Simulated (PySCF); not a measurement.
SMILES OB(O)/C=C\c1ccco1 (C6H7BO3), GFN2-xTB optimised geometry.

```
17

O     -2.20     0.53     0.00
B     -1.60     1.74     0.00
O     -2.39     2.84    -0.01
C     -0.05     2.05     0.00
C      1.04     1.27     0.00
C      1.17    -0.16     0.00
C      2.33    -0.90     0.00
C      1.94    -2.26     0.00
C      0.58    -2.26     0.00
O      0.10    -1.00     0.00
H     -1.61    -0.23     0.00
H     -3.33     2.63    -0.01
H      0.15     3.12     0.00
H      2.02     1.74     0.00
H      3.33    -0.52     0.00
H      2.58    -3.12     0.00
H     -0.14    -3.06     0.00
```

Density from B3LYP/def2-SVP (PySCF) at that geometry.

Minimum of the electron density along straight lines between bonded atoms, close to the bond critical point (lines longer than 1.1 times the sum of covalent radii, or with two minima, are not listed):

```
bond    length / Å  ρ at the minimum / e bohr⁻³  ∇²ρ there / e bohr⁻⁵  position (fraction from the first atom)
------  ----------  ---------------------------  --------------------  ---------------------------------------
O1–B2        1.355                        0.205                  1.12                                     0.67
B2–O3        1.357                        0.205                  1.14                                     0.33
B2–C4        1.577                        0.178                 -0.13                                     0.32
C4–C5        1.342                        0.333                 -0.88                                     0.48
C5–C6        1.439                        0.285                 -0.72                                     0.48
C6–C7        1.376                        0.322                 -0.82                                     0.52
C7–C8        1.411                        0.296                 -0.72                                     0.50
C8–C9        1.361                        0.329                 -0.85                                     0.48
C6–O10       1.358                        0.279                  0.02                                     0.33
C9–O10       1.345                        0.286                  0.09                                     0.33
O1–H11       0.959                        0.354                 -2.54                                     0.82
O3–H12       0.958                        0.358                 -2.35                                     0.81
C4–H13       1.084                        0.280                 -1.04                                     0.63
C5–H14       1.085                        0.283                 -1.07                                     0.63
C7–H15       1.071                        0.287                 -1.12                                     0.64
C8–H16       1.071                        0.287                 -1.12                                     0.64
C9–H17       1.072                        0.292                 -1.18                                     0.65
```
